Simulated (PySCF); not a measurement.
# Correlation energy of Se⁺ (selenium, charge +1)

[Ar] 3d10 4s1 4p3 4d1, high-spin 6D determinant (an excited configuration). Computed with PySCF 2.14 in aug-cc-pVDZ-PP with ECP10MDF (5s4p3d, 32 functions), with scalar relativity through the core potential. Frozen: 3s2 3p6 3d10; 5 electrons correlated.

```tsv
level	correlation energy (mhartree)
CCSD	-18.75
(T)	-0.06
CCSD(T)	-18.81
CCSDT	-18.84
```

Diagnostics: T1 = 0.0028, D1 = 0.0079, largest double amplitude 0.031.

Task: Is a single reference adequate?

Result: Yes, within this model without spin-orbit coupling: T1 lies below 0.03 and no double amplitude reaches 0.07.
